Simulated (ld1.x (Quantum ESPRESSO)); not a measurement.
**Tl: excitation energies, all-electron against TM**

- Element: Tl
- Generator: ld1.x (Quantum ESPRESSO) 7.5
- Type: norm-conserving Troullier–Martins (Kleinman–Bylander form)
- Functional: revPBE
- Relativity: scalar-relativistic
- Frozen core: [Xe] 4f14
- Valence charge: 13
- Reference configuration: 5d10 6s2 6p0 (charge +1)
- Partial waves: 6p (bound, empty): rc 2.00 bohr; 5d (bound): rc 1.90 bohr; 6s (bound): rc 2.25 bohr
- Local potential: the s channel
- Core correction: a·sin(br)/r model core inside 1.80 bohr

Energies are relative to the spin-unpolarised reference configuration 5d10 6s2 6p0; without spin polarisation the order of configurations can differ from experiment.

```
valence configuration  charge  ΔE all-electron (eV)  error AE − PS (meV)
         5d10 6s2 6p1       0                -5.072                 +2.0
         5d10 6s0 6p0      +3                50.625                  -75
       5d10 6s2 6p1.3    -0.3                -5.543                 +2.4
          5d9 6s2 6p1      +1                16.132                 -121
       5d10 6s2 6p0.5    +0.5                -3.264                 +1.3
```

**Question.** What are ΔE and the potential's error for 5d10 6s1 6p2?

**Answer.** ΔE = 2.335 eV all-electron; the error (AE − PS) is -4.1 meV.

**Question.** What are ΔE and the potential's error for 5d10 6s1 6p0?

**Answer.** ΔE = 20.650 eV all-electron; the error (AE − PS) is -18 meV.

Levels in the configuration 5d10 6s2 6p1.3:

```tsv
level	all-electron (eV)	pseudo (eV)
5d	-13.742	-13.773
6s	-7.832	-7.833
6p	-0.892	-0.893
```
